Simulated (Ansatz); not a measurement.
```yaml
crystal:
  periodic: [false, false, false]
  atoms:
    - {symbol: C, position_ang: [0.552404, -3.385918, -0.580014]}
    - {symbol: O, position_ang: [0.593888, -2.005504, -0.728770]}
    - {symbol: Hf, position_ang: [0.132782, -0.150793, -0.883199]}
    - {symbol: Cl, position_ang: [-0.117319, 0.522627, -3.172345]}
    - {symbol: N, position_ang: [-1.617308, 0.231892, 0.070665]}
    - {symbol: C, position_ang: [-2.764118, -0.502865, -0.410285]}
    - {symbol: C, position_ang: [-1.938600, 1.101856, 1.170333]}
    - {symbol: N, position_ang: [1.548150, 0.945904, 0.049730]}
    - {symbol: C, position_ang: [2.723581, 0.565671, 0.788123]}
    - {symbol: C, position_ang: [1.396587, 2.377568, -0.078825]}
    - {symbol: H, position_ang: [-0.337109, -3.696618, -0.020572]}
    - {symbol: H, position_ang: [1.437093, -3.735979, -0.037677]}
    - {symbol: H, position_ang: [0.535103, -3.877959, -1.558202]}
    - {symbol: H, position_ang: [-2.492537, -1.158617, -1.248365]}
    - {symbol: H, position_ang: [-3.202653, -1.140040, 0.371591]}
    - {symbol: H, position_ang: [-3.553358, 0.167589, -0.779341]}
    - {symbol: H, position_ang: [-1.049283, 1.635093, 1.512745]}
    - {symbol: H, position_ang: [-2.341637, 0.541457, 2.027182]}
    - {symbol: H, position_ang: [-2.694370, 1.849928, 0.888149]}
    - {symbol: H, position_ang: [3.640087, 0.943419, 0.312494]}
    - {symbol: H, position_ang: [2.701142, 0.961736, 1.813679]}
    - {symbol: H, position_ang: [2.801671, -0.521742, 0.850475]}
    - {symbol: H, position_ang: [0.501674, 2.629746, -0.663523]}
    - {symbol: H, position_ang: [1.291843, 2.866741, 0.900411]}
    - {symbol: H, position_ang: [2.252307, 2.834817, -0.594469]}
basis:
  gaussian: {orbitals: def2-SVP}
magnetization: {spin_polarized: true, initial_magnetization: 0}
hamiltonian: {xc: {name: wB97X-V}}
output: {forces: true}
```

```sh
$ ansatz run in.yaml --threads 4 --pin off --events-out ev --progress --plain --max-ram 66560MiB --backend cpu
```

It prints (some lines left out):

```
Functional definition: wB97X-V
2402 factors; integrals over basis functions are off by at most 1.5e-3 eV
645 factors; integrals over basis functions are off by at most 8.6e-6 eV
mean field evaluation 1: about -24263.8326 eV, gradient 4.8e1 eV
mean field evaluation 2: about -24261.1952 eV, gradient 5.8e1 eV
mean field evaluation 4: about -24274.0440 eV, gradient 1.9e0 eV
mean field evaluation 8: about -24274.4532 eV, gradient 1.3e-1 eV
mean field evaluation 16: about -24274.4533 eV, gradient 1.8e-4 eV
mean field -24274.45333507 eV, -892.0697062485 hartree, gradient 8.7e-5 eV, S^2 0.000000; 0 other end points of the search recorded, 0 dependent functions left out
reference -24274.45333109 eV, -892.0697061022 hartree; 48, 48 occupied and 189, 189 virtual orbitals, 2402 factors
Total energy: -24274.45333109 eV, -892.0697061022 hartree
Atom 0 at     0.552404    -3.385918    -0.580014 Å, force     0.048636     0.066998    -0.004223 eV/Å
Atom 1 at     0.593888    -2.005504    -0.728770 Å, force     0.031982    -0.003104     0.017125 eV/Å
Atom 2 at     0.132782    -0.150793    -0.883199 Å, force    -0.012625     0.180284    -0.101178 eV/Å
Atom 3 at    -0.117319     0.522627    -3.172345 Å, force    -0.014062     0.053724    -0.161996 eV/Å
Atom 4 at    -1.617308     0.231892     0.070665 Å, force     0.186789    -0.039440    -0.055754 eV/Å
Atom 5 at    -2.764118    -0.502865    -0.410285 Å, force     0.043749     0.035420     0.025225 eV/Å
Atom 6 at    -1.938600     1.101856     1.170333 Å, force    -0.020269    -0.007651    -0.014091 eV/Å
Atom 7 at     1.548150     0.945904     0.049730 Å, force    -0.142255    -0.127246    -0.067624 eV/Å
Atom 8 at     2.723581     0.565671     0.788123 Å, force     0.003996     0.014500     0.008233 eV/Å
Atom 9 at     1.396587     2.377568    -0.078825 Å, force     0.001533    -0.053303     0.009811 eV/Å
Atom 10 at    -0.337109    -3.696618    -0.020572 Å, force    -0.273171    -0.113144     0.170134 eV/Å
Atom 11 at     1.437093    -3.735979    -0.037677 Å, force     0.257980    -0.131021     0.163305 eV/Å
Atom 12 at     0.535103    -3.877959    -1.558202 Å, force    -0.006149    -0.166346    -0.292878 eV/Å
Atom 13 at    -2.492537    -1.158617    -1.248365 Å, force     0.069530    -0.229127    -0.266797 eV/Å
Atom 14 at    -3.202653    -1.140040     0.371591 Å, force    -0.142613    -0.201501     0.212329 eV/Å
Atom 15 at    -3.553358     0.167589    -0.779341 Å, force    -0.244629     0.181481    -0.118720 eV/Å
Atom 16 at    -1.049283     1.635093     1.512745 Å, force     0.290738     0.197822     0.130837 eV/Å
Atom 17 at    -2.341637     0.541457     2.027182 Å, force    -0.110951    -0.145597     0.263875 eV/Å
Atom 18 at    -2.694370     1.849928     0.888149 Å, force    -0.213417     0.233658    -0.068326 eV/Å
Atom 19 at     3.640087     0.943419     0.312494 Å, force     0.276084     0.097384    -0.135403 eV/Å
Atom 20 at     2.701142     0.961736     1.813679 Å, force     0.005602     0.101492     0.305934 eV/Å
Atom 21 at     2.801671    -0.521742     0.850475 Å, force     0.042273    -0.366198     0.031471 eV/Å
Atom 22 at     0.501674     2.629746    -0.663523 Å, force    -0.286616     0.105342    -0.173895 eV/Å
Atom 23 at     1.291843     2.866741     0.900411 Å, force    -0.040348     0.165099     0.278462 eV/Å
Atom 24 at     2.252307     2.834817    -0.594469 Å, force     0.248216     0.150474    -0.155857 eV/Å
Dipole moment:     0.019330    -0.206366     0.655030 e Å
```

Hardware: 4 threads of a server CPU on a shared host. Wall time 77 s, peak host memory 2.1 GiB.
